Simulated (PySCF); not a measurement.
Compound: VF5 (singlet state).
Numbering: `[F:1][V:2]([F:3])([F:4])([F:5])[F:6]`

Method: MP2 and CCSD/aug-cc-pVDZ in PySCF, restricted Hartree–Fock reference, 10 core orbitals frozen, non-relativistic, gas phase, PBE0-D3(BJ)/def2-SVP geometry.

E(HF) = -1440.18845 Eh.

Question: How large is the problem?

Answer: 174 basis functions and 68 electrons; 10 orbitals frozen, which leaves o = 24 correlated occupied and v = 140 virtual orbitals. That is o·v = 3360 singles and o·v(o·v + 1)/2 = 5646480 distinct closed-shell doubles amplitudes before symmetry; the costliest CCSD step grows as o²v⁴ = 2.2 × 10^11.

Question: What are the MP2 and CCSD correlation energies?

Answer: MP2 -1.5961 Eh and CCSD -1.5287 Eh, which gives totals of -1441.78450 and -1441.71714 Eh. That is 0.867 eV for each correlated electron at CCSD (4014 kJ/mol in all, 0.106 % of the total energy); MP2 gives 104.4 % of the CCSD value.

Question: What is the T1 diagnostic?

Answer: 0.0306, for which the customary limit of 0.02, set for main-group molecules, is no guide with a transition metal. It is the norm of the spatial-orbital singles amplitudes over the root of the number of correlated electrons, so the norm is 0.212.

No triples correction and no basis-set extrapolation were made.

The job also held the EOM ionisation roots. On one thread, Arm Neoverse V1 (aarch64), shared host with 32 logical CPUs at a one-minute load of 16, this took 28 min wall and 3.4 GiB of memory at its peak.
